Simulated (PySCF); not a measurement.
# C₆ coefficients of unlike pairs at PBE0

Calculated with PySCF 2.14 from the dipole response of each species, C₆(A,B) = (3/π) ∫ α_A(iu) α_B(iu) du, in atomic units, from isotropic polarisabilities. For ions this is the dispersion term alone; charge-induced terms of lower order in 1/R come first.

```tsv
species	configuration	basis	relativity	α (bohr³)	C₆ (like pair)
Cl	[Ne] 3s2 3p5 (2P)	aug-cc-pwCVTZ (8s7p5d3f)	none	14.60	92.99
Ar⁺	[Ne] 3s2 3p5 (2P)	aug-cc-pV(D+d)Z (5s4p3d)	none	6.771	30.95
Tc⁺	[Kr] 4d5 5s1 (7S)	dyall-av2z (22s15p11d2f)	none	39.99	290.3
Ne³⁺	[He] 2s2 2p3 (4S)	aug-cc-pVDZ-DK (4s3p2d)	spin-free X2C	0.6861	0.5965
```

Question: Estimate C₆ for Ne³⁺ with Cl.

Answer: The integral gives 6.448. The combination rule 2 C_A C_B / (C_A α_B/α_A + C_B α_A/α_B) gives 6.501 and the geometric mean 7.448.

No spin-orbit coupling is included.

The other pairs:

```csv
pair,C₆
"Ne³⁺, Tc⁺",10.08
"Tc⁺, Cl",156.2
"Ar⁺, Cl",52.62
"Tc⁺, Ar⁺",84.64
"Ne³⁺, Ar⁺",4.010
```
